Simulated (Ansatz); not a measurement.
Calculated with Ansatz (gas phase, PBE0-D4/def2-TZVP geometries, no zero-point term in ΔE). CCSD(T)/CBS is the MP2 limit (def2-TZVPP, def2-QZVPP) plus CCSD(T) − MP2 in def2-TZVPP, frozen cores. DFT in def2-TZVPP. B3LYP here is the variant with VWN-RPA as its local correlation; programs differ in this. def2 core potentials past Kr. For I, In outer-core shells are correlated without core-valence functions, which leaves a few kJ/mol of doubt a bond.

Reaction (redistribution): `F[SiH]1BC1` + `[CH3][In]([F])[I]` → `I[SiH]1BC1` + `[CH3][In]([F])[F]`

```
             level  ΔE (kJ/mol)  difference from CCSD(T)/CBS
         r2SCAN-D4        105.5                         -3.8
          B3LYP-D4        107.5                         -1.8
        r2SCANh-D4        108.8                         -0.5
      CAM-B3LYP-D4        113.3                          4.0
            B2PLYP        110.0                          0.7
               PBE         94.8                        -14.5
            revPBE         91.4                        -17.9
            r2SCAN        105.9                         -3.4
              PBE0        105.9                         -3.4
           r2SCANh        109.2                         -0.1
           LC-ωPBE        104.4                         -4.9
RPA@PBE/def2-TZVPP        107.4                         -1.9
    MP2/def2-TZVPP        108.9                         -0.4
CCSD(T)/def2-TZVPP        110.1                          0.8
     HF/def2-QZVPP        133.7                         24.4
     MP2/CBS(def2)        108.1                         -1.2
       CCSD(T)/CBS        109.3                            0
```

Largest T1 diagnostic among the species: 0.016.

From PBE to PBE0 (25 % exact exchange), in def2-TZVPP and without D4, ΔE moves by +11.1 kJ/mol. In def2-TZVPP, CCSD(T) changes the Hartree–Fock value by −23.6 kJ/mol (the triples alone add −5.3 kJ/mol) and MP2 by −24.8 kJ/mol.
